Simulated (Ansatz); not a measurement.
Relaxation of AlBrClH$_{3}$ (6 atoms, charge 0, multiplicity 1), to a largest force component of 0.03 eV/Å in at most 50 steps.

Level of theory: Ansatz, UKS PBE0-D4/def2-SVP.

```xyz
6
Properties=species:S:1:pos:R:3
Al -0.355 -0.719 -0.857
Br 1.952 -0.560 -0.302
H -0.850 0.227 -2.014
H -1.165 -1.843 -0.107
H 0.824 1.249 1.528
Cl -0.406 1.646 1.752
```

Question: Where does it end, and by what steps?

Answer: The forces met the threshold. After 8 steps the energy has fallen by 0.262 eV; Cl6 moved furthest, 0.59 Å. Joined: Al1–Cl6 (3.52 → 2.62 Å).

| step | energy less start (eV) | largest force component (eV/Å) | accepted |
| --- | --- | --- | --- |
| 0 | 0.0000 | 0.943 | yes |
| 1 | -0.1134 | 0.502 | yes |
| 2 | -0.1923 | 0.680 | yes |
| 3 | -0.2456 | 0.719 | yes |
| 4 | -0.2468 | 0.530 | yes |
| 5 | -0.2549 | 0.566 | yes |
| 6 | -0.2581 | 0.438 | yes |
| 7 | -0.2611 | 0.162 | yes |
| 8 | -0.2619 | 0.006 | yes |

```xyz
6
Properties=species:S:1:pos:R:3
Al -0.317 -0.502 -0.606
Br 1.976 -0.547 -0.275
H -0.811 0.377 -1.822
H -1.122 -1.691 0.054
H 0.784 1.094 1.336
Cl -0.510 1.269 1.313
```

Whether the end is a true minimum wasn't checked by a vibrational analysis.

Run time: 15 s on 2 threads of INTEL(R) XEON(R) PLATINUM 8581C CPU @ 2.30GHz (Emerald Rapids), on a shared host, peak memory 0.27 GiB.
